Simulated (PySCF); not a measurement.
AlH2, SMILES [AlH2-] (connectivity only; charge and spin as stated), charge -1, multiplicity 1.

Coordinates come from a B3LYP-D3(BJ)/def2-TZVPD optimisation.

Computed with PySCF with M06-2X/def2-TZVPD.

Symmetry labels are those of the subgroup C2v that the program uses (full group C2v).

List the valence orbital energies around the gap with their symmetry. (An estimate is asked for; the answer gives what the named calculation found.)


| orbital | symmetry | energy (eV) |
|---|---|---|
| HOMO−7 | A1 | -1540.47 |
| HOMO−6 | A1 | -112.69 |
| HOMO−5 | B1 | -71.98 |
| HOMO−4 | B2 | -71.88 |
| HOMO−3 | A1 | -71.86 |
| HOMO−2 | A1 | -6.22 |
| HOMO−1 | B2 | -2.94 |
| HOMO | A1 | -0.15 |
| LUMO | B1 | 4.17 |
| LUMO+1 | A1 | 4.44 |
| LUMO+2 | B2 | 5.65 |
| LUMO+3 | A1 | 5.91 |
